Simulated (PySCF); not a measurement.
Cartesian coordinates (Å):
```xyz
3

Cd     0.0000     0.0000     0.0000
Br    -0.5255     1.9618     1.3150
Br     0.5255    -1.9618    -1.3150
```
Charge 0, spin multiplicity 1.

Question: Estimate the HOMO–LUMO gap, total energy and LUMO that PySCF 2.14.0 with TPSSh-D3(BJ)/def2-TZVP // BP86-D3(BJ)/def2-SVP returns for this input.

Answer: 
- HOMO–LUMO gap: 4.96 eV
- total energy: -5315.9533 Ha
- LUMO: -2.76 eV
